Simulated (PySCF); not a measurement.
A geometry optimisation on `C=Cc1ncncn1`.

Method: PBE0-D3(BJ)/def2-SVP geometry optimisation, gas phase (PySCF 2.14.0). Start geometry: GFN2-xTB. The input is one job of a driver script: a line of settings, then coordinates in Å.

Input:
```
{"job": {"xc": "PBE0", "basis": "def2-SVP", "d3": "d3bj", "grid": 2, "kind": "geom"}, "charge": 0, "multiplicity": 1}
C     -2.503529     0.187011     0.056083
C     -1.497460    -0.667654     0.199590
C     -0.105337    -0.271488     0.060325
N      0.188419     1.000465    -0.224926
C      1.470586     1.274353    -0.333211
N      2.461206     0.408132    -0.182372
C      2.069122    -0.824660     0.097405
N      0.819817    -1.219823     0.228859
H     -3.529635    -0.120621     0.160551
H     -2.311994     1.222102    -0.171587
H     -1.647208    -1.712651     0.427683
H      1.739878     2.297775    -0.566167
H      2.841747    -1.572456     0.230039
```

Output:
```
step   0  E = -357.10424498  max force = 0.011208
step   1  E = -357.10550744  max force = 0.001772
step   2  E = -357.10551189  max force = 0.000633
step   3  E = -357.10551152  max force = 0.000911
step   4  E = -357.10551430  max force = 0.000169
optimisation converged
```

Energies in Eh; «max force» is the largest Cartesian gradient component in Eh/bohr.

Task: Give the first gradient maximum in eV/Å.

Result: With 1 Eh/bohr = 51.422 eV/Å, 0.576 eV/Å.

Task: How much energy does the optimisation release, in kJ/mol?

Result: E(step 0) − E(last step) = 0.001269 Eh, which is 3.3 kJ/mol.

In short: final energy -357.10551 Eh after 4 steps; dipole 1.09 D.

Task: Where do the atoms end?

Result: 0.018 Å rms from the input after alignment:
```
atom  x, y, z in Å
C1    -2.5309    0.2283    0.0712
C2    -1.5144   -0.6278    0.2158
C3    -0.1085   -0.2337    0.0778
N4     0.1848    1.0425   -0.2081
C5     1.4743    1.3165   -0.3154
N6     2.4708    0.4454   -0.1650
C7     2.0719   -0.7907    0.1160
N8     0.8134   -1.1893    0.2489
H9    -3.5676   -0.0975    0.1806
H10   -2.3348    1.2784   -0.1613
H11   -1.6712   -1.6838    0.4482
H12    1.7484    2.3530   -0.5489
H13    2.8521   -1.5503    0.2504
```

Task: How long does this job take on one thread of an Intel Xeon Platinum 8488C, shared host? And the peak memory of the process?

Result: About 35 s, with 0.70 GiB resident at the peak, the Python interpreter and its libraries included.
Labels such as C1 count atoms from 1, the log's own numbers from 0.
